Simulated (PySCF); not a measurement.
System: C2H6AlCl (charge 0, singlet). 
Coordinates optimised at B3LYP-D3(BJ)/def2-TZVP (Ansatz):
```xyz
10

C      1.5824    -1.4223     0.3588
Al    -0.0440    -0.3748     0.1496
C     -1.8580    -0.9283     0.5844
Cl     0.1857     1.5840    -0.6352
H      1.3887    -2.4255     0.7439
H      2.1059    -1.5198    -0.5964
H      2.2761    -0.9252     1.0428
H     -2.3000    -0.2565     1.3256
H     -1.9032    -1.9452     0.9793
H     -2.4995    -0.8787    -0.3000
```

Dispersion corrections to the total energy (kcal/mol) from the dftd3 and dftd4 libraries through PySCF: D3(BJ) without and D4 with the three-body term, each with the damping fitted for the functional named.

```json
[
 {"functional": "TPSS", "D3(BJ)": "-5.46", "D4": "(withheld)"},
 {"functional": "B3LYP", "D3(BJ)": "(withheld)", "D4": "-6.60"},
 {"functional": "PBE0", "D3(BJ)": "-3.82", "D4": "-3.51"},
 {"functional": "HSE06", "D3(BJ)": "-3.14", "D4": "-3.30"},
 {"functional": "CAM-B3LYP", "D3(BJ)": "(withheld)", "D4": "-3.61"},
 {"functional": "BHLYP", "D3(BJ)": "-6.39", "D4": "-5.37"},
 {"functional": "PW6B95", "D3(BJ)": "-2.55", "D4": "-3.47"}
]
```

Task: What belongs in the gaps?

Result: 
- TPSS, D4: -5.50
- B3LYP, D3(BJ): -7.68
- CAM-B3LYP, D3(BJ): -3.70
